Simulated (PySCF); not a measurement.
C₂H₆N, doublet, at a GFN2-xTB geometry; R2SCAN/6-31G* in PySCF.

Input for PySCF:
```python
from pyscf import gto, scf, dft

mol = gto.Mole()
mol.atom = '''
    C     1.23129600   -0.25669769   -0.09655273
    C    -0.05799116    0.17393746    0.49940779
    N    -1.20100732    0.14966202   -0.31016964
    H     1.64723200    0.48863493   -0.78864494
    H     1.96813276   -0.42204686    0.68733552
    H     1.10338449   -1.18365188   -0.65721155
    H    -0.05524989    0.94758192    1.24931036
    H    -2.06668125    0.26362547    0.19896649
    H    -1.22959588   -0.64521633   -0.93569883
'''
mol.basis = '6-31g*'
mol.spin = 1
mol.verbose = 4
mol.build()

mf = dft.UKS(mol)
mf.xc = 'r2scan'
mf.DIIS = scf.EDIIS
mf.kernel()
mf.analyze()
```

It wrote (shortened):

```
PySCF version 2.14.0

[INPUT] verbose = 4
[INPUT] num. atoms = 9
[INPUT] num. electrons = 25
[INPUT] charge = 0
[INPUT] spin (= nelec alpha-beta = 2S) = 1
[INPUT] symmetry False subgroup None
[INPUT] Mole.unit = angstrom
[INPUT] Symbol           X                Y                Z      unit          X                Y                Z       unit  Magmom
[...]
nuclear repulsion = 76.5135917641995
number of shells = 30
number of NR pGTOs = 105
number of NR cGTOs = 54
basis = 6-31g*
ecp = {}

******** <class 'pyscf.dft.uks.UKS'> ********
method = UKS
initial guess = minao
damping factor = 0
level_shift factor = 0
DIIS = <class 'pyscf.scf.diis.EDIIS'>
diis_start_cycle = 1
diis_space = 8
diis_damp = 0
SCF conv_tol = 1e-09
SCF conv_tol_grad = None
SCF max_cycles = 50
direct_scf = True
direct_scf_tol = 1e-13
number electrons alpha = 13  beta = 12
XC library pyscf.dft.libxc version 7.1.2
    S. Lehtola, C. Steigemann, M. J. T. Oliveira, and M. A. L. Marques,  SoftwareX 7, 1–5 (2018)
XC functionals = r2scan
    J. W. Furness, A. D. Kaplan, J. Ning, J. P. Perdew, and J. Sun,  J. Phys. Chem. Lett. 11, 8208–8215 (2020)
    J. W. Furness, A. D. Kaplan, J. Ning, J. P. Perdew, and J. Sun,  J. Phys. Chem. Lett. 11, 9248–9248 (2020)
    J. W. Furness, A. D. Kaplan, J. Ning, J. P. Perdew, and J. Sun,  J. Phys. Chem. Lett. 11, 8208–8215 (2020)
    J. W. Furness, A. D. Kaplan, J. Ning, J. P. Perdew, and J. Sun,  J. Phys. Chem. Lett. 11, 9248–9248 (2020)
radial grids:
    Treutler-Ahlrichs [JCP 102, 346 (1995); DOI:10.1063/1.469408] (M4) radial grids

becke partition: Becke, JCP 88, 2547 (1988); DOI:10.1063/1.454033
pruning grids: <function nwchem_prune>
grids dens level: 3
symmetrized grids: False
atomic radii adjust function: <function treutler_atomic_radii_adjust>
small_rho_cutoff = 0
Set gradient conv threshold to 3.16228e-05
tot grids = 100992
init E= -134.481074374009

cycle= 1 E= -134.374263110581  delta_E= 0.107  |g|= 0.296  |ddm|= 1.85
cycle= 2 E= -134.354704526521  delta_E= 0.0196  |g|= 0.364  |ddm|= 0.649
cycle= 3 E= -134.422581878637  delta_E= -0.0679  |g|= 0.0413  |ddm|=  0.4
cycle= 4 E= -134.422581882545  delta_E= -3.91e-09  |g|= 0.0413  |ddm|= 1.04e-07
cycle= 5 E= -134.422581879461  delta_E= 3.08e-09  |g|= 0.0413  |ddm|= 8.21e-08
cycle= 6 E= -134.422581878285  delta_E= 1.18e-09  |g|= 0.0413  |ddm|= 3.13e-08
cycle= 7 E= -134.422581878681  delta_E= -3.96e-10  |g|= 0.0413  |ddm|= 1.05e-08
cycle= 8 E= -134.422581878795  delta_E= -1.14e-10  |g|= 0.0413  |ddm|= 3.05e-09
cycle= 9 E= -134.422581878717  delta_E= 7.84e-11  |g|= 0.0413  |ddm|= 2.1e-09
cycle= 10 E= -134.416518297866  delta_E= 0.00606  |g|= 0.116  |ddm|= 0.0853
cycle= 11 E= -134.42146952809  delta_E= -0.00495  |g|= 0.0646  |ddm|= 0.166
cycle= 12 E= -134.422971870576  delta_E= -0.0015  |g|= 0.0314  |ddm|= 0.0546
cycle= 13 E= -134.422971870874  delta_E= -2.98e-10  |g|= 0.0314  |ddm|= 1.73e-08
cycle= 14 E= -134.422971870765  delta_E= 1.09e-10  |g|= 0.0314  |ddm|= 6.33e-09
cycle= 15 E= -134.422971871033  delta_E= -2.68e-10  |g|= 0.0314  |ddm|= 1.55e-08
cycle= 16 E= -134.422971870862  delta_E= 1.7e-10  |g|= 0.0314  |ddm|= 9.92e-09
cycle= 17 E= -134.422971872649  delta_E= -1.79e-09  |g|= 0.0314  |ddm|= 1.04e-07
cycle= 18 E= -134.42297187072  delta_E= 1.93e-09  |g|= 0.0314  |ddm|= 1.12e-07
cycle= 19 E= -134.422508013346  delta_E= 0.000464  |g|= 0.0429  |ddm|= 0.0677
cycle= 20 E= -134.423343780905  delta_E= -0.000836  |g|= 0.0177  |ddm|= 0.05
cycle= 21 E= -134.423343780845  delta_E= 5.99e-11  |g|= 0.0177  |ddm|= 8.87e-09
cycle= 22 E= -134.423343780817  delta_E= 2.83e-11  |g|= 0.0177  |ddm|= 3.43e-09
cycle= 23 E= -134.42334378075  delta_E= 6.7e-11  |g|= 0.0177  |ddm|= 3.6e-09
cycle= 24 E= -134.42334378074  delta_E= 9.61e-12  |g|= 0.0177  |ddm|= 1.24e-08
cycle= 25 E= -134.423343780524  delta_E= 2.16e-10  |g|= 0.0177  |ddm|= 2.07e-08
cycle= 26 E= -134.423343781118  delta_E= -5.94e-10  |g|= 0.0177  |ddm|= 3.39e-08
[...]
cycle= 49 E= -134.423481737583  delta_E= -8.94e-10  |g|= 0.00232  |ddm|= 3.66e-07
cycle= 50 E= -134.423481737598  delta_E= -1.49e-11  |g|= 0.00232  |ddm|= 1.07e-07
SCF not converged.
SCF energy = -134.423481737598 after 50 cycles  <S^2> = 0.75483054  2S+1 = 2.0048247
**** SCF Summaries ****
Total Energy =                        -134.423481737598081
Nuclear Repulsion Energy =              76.513591764199475
One-electron Energy =                 -331.803820059340467
Two-electron Energy =                  120.866746557542911
Two-electron Coulomb Energy =          140.807522436746922
DFT Exchange-Correlation Energy =      -19.940775879204008
**** MO energy ****
                             alpha | beta                alpha | beta
[...]
To work with the spin densities directly, `use mulliken_meta_spin()` only printing them here.

 ** Mulliken spin pop alpha/beta on meta-lowdin orthogonal AOs **
 ** Mulliken Spin Density (per AO)  **
spin_pop of  0 C 1s        0.00000
spin_pop of  0 C 2s       -0.00749
spin_pop of  0 C 3s        0.00014
spin_pop of  0 C 2px      -0.01903
spin_pop of  0 C 2py      -0.01444
spin_pop of  0 C 2pz      -0.01102
spin_pop of  0 C 3px       0.00045
spin_pop of  0 C 3py       0.00057
spin_pop of  0 C 3pz       0.00013
spin_pop of  0 C 3dxy      0.00031
spin_pop of  0 C 3dyz      0.00009
spin_pop of  0 C 3dz^2     0.00012
spin_pop of  0 C 3dxz      0.00022
spin_pop of  0 C 3dx2-y2    0.00004
spin_pop of  1 C 1s       -0.00001
spin_pop of  1 C 2s        0.07141
spin_pop of  1 C 3s        0.00151
spin_pop of  1 C 2px       0.03383
spin_pop of  1 C 2py       0.45325
spin_pop of  1 C 2pz       0.25076
spin_pop of  1 C 3px       0.00045
spin_pop of  1 C 3py       0.00272
spin_pop of  1 C 3pz       0.00198
spin_pop of  1 C 3dxy      0.00010
spin_pop of  1 C 3dyz     -0.00097
spin_pop of  1 C 3dz^2     0.00011
spin_pop of  1 C 3dxz     -0.00006
spin_pop of  1 C 3dx2-y2   -0.00022
spin_pop of  2 N 1s       -0.00000
spin_pop of  2 N 2s        0.01493
spin_pop of  2 N 3s        0.00123
spin_pop of  2 N 2px      -0.00666
spin_pop of  2 N 2py       0.09367
spin_pop of  2 N 2pz       0.06663
spin_pop of  2 N 3px       0.00026
spin_pop of  2 N 3py       0.00255
spin_pop of  2 N 3pz       0.00184
spin_pop of  2 N 3dxy      0.00027
spin_pop of  2 N 3dyz     -0.00036
spin_pop of  2 N 3dz^2     0.00011
spin_pop of  2 N 3dxz     -0.00000
spin_pop of  2 N 3dx2-y2   -0.00011
spin_pop of  3 H 1s        0.06094
spin_pop of  3 H 2s        0.00086
spin_pop of  4 H 1s        0.00816
spin_pop of  4 H 2s        0.00010
spin_pop of  5 H 1s        0.01328
spin_pop of  5 H 2s        0.00010
spin_pop of  6 H 1s       -0.02350
spin_pop of  6 H 2s        0.00021
spin_pop of  7 H 1s        0.00064
spin_pop of  7 H 2s        0.00019
spin_pop of  8 H 1s       -0.00033
spin_pop of  8 H 2s        0.00005
 ** Mulliken Spin Density (per atom)  **
spin density of  0 C =     -0.04990
spin density of  1 C =      0.81484
spin density of  2 N =      0.17436
spin density of  3 H =      0.06180
spin density of  4 H =      0.00826
spin density of  5 H =      0.01338
spin density of  6 H =     -0.02329
spin density of  7 H =      0.00083
spin density of  8 H =     -0.00028
 ** Mulliken pop alpha/beta on meta-lowdin orthogonal AOs **
 ** Mulliken pop       alpha | beta **
In total            13.00000 | 12.00000
 ** Mulliken atomic charges   ( Nelec_alpha | Nelec_beta ) **
charge of  0C =     -0.32206  (     3.13608      3.18598 )
charge of  1C =     -0.12210  (     3.46847      2.65363 )
charge of  2N =     -0.40493  (     3.78964      3.61528 )
charge of  3H =      0.10032  (     0.48074      0.41894 )
charge of  4H =      0.11544  (     0.44641      0.43815 )
charge of  5H =      0.10004  (     0.45667      0.44329 )
charge of  6H =      0.09740  (     0.43966      0.46295 )
charge of  7H =      0.22095  (     0.38994      0.38911 )
charge of  8H =      0.21492  (     0.39240      0.39268 )
Dipole moment(X, Y, Z, Debye): -0.77224, -0.71598,  0.03067
```

The run did not converge; its last values are not results.
